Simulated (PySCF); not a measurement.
CH₃Si, SMILES C=[SiH] (connectivity only; charge and spin as stated), charge +1, multiplicity 1. Heavy atoms are numbered as in [CH2:1]=[SiH:2]. Hydrogens are named by the atom that carries them.

Coordinates come from a r2SCAN-D4/def2-TZVP optimisation. The geometry has at least one imaginary mode, so it is a saddle point at that level. The spin state was assumed, not searched. The isomer is the one that the SMILES or the coordinates give; other isomers of the formula were not compared.

Method: HF/pcSseg-2 (PySCF).

GIAO shieldings, no solvent; atoms alike by connectivity are averaged. δ = σ(ref) − σ: ¹³C against TMS (σ = 193.3 ppm); ²⁹Si against TMS (σ = 383.2 ppm); ¹H against TMS (σ = 31.98 ppm), references at their B3LYP-D3(BJ)/def2-TZVP geometries, non-relativistic.

```
nucleus      atoms  count  δ (ppm)
-------  ---------  -----  -------
¹³C       C1 (CH2)      1     70.9
²⁹Si     Si2 (SiH)      1    537.1
¹H        H on Si2      1    12.51
¹H         H on C1      2     8.85
```
